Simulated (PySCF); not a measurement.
```xyz
7
charge 0 multiplicity 4, angstrom
Cr    0.0000    0.0000    0.0704
O     0.0000    1.7653   -0.0151
O     1.5288   -0.8827   -0.0151
O    -1.5288   -0.8827   -0.0151
H     0.0000    2.2518   -0.8514
H     1.9502   -1.1259   -0.8514
H    -1.9502   -1.1259   -0.8514
```

Computed with UB3LYP in PySCF with Cr def2-SVP, O def2-SVP, H def2-SVP; no relativity; density-fitted integrals.

This geometry of Cr(OH)3 is a stationary point at this level.

(1) What is the point group?

(2) Is it a minimum?

(3) List the harmonic modes with their infrared intensities.

(4) Give the ideal-gas entropy at 298.15 K and 1 bar by parts.

Results:

(1) C3v.

(2) Yes: all harmonic wavenumbers are real.

(3) 
```csv
symmetry,ω (cm⁻¹),"IR (km/mol, summed over degenerate members)"
a1,160,10.4
e,194,2.5
a2,260,0.0
e,386,221
e,635,461
a1,653,49.9
a1,674,5.8
e,764,348
e,3819,189
a1,3824,78.3
```

(4) translation 166.7, rotation 97.5, vibration 52.7, spin 11.5; total 328.4 J/(mol K).

Other isomers or separated fragments may lie lower. Other spin states or occupations of the open shell can lie lower.
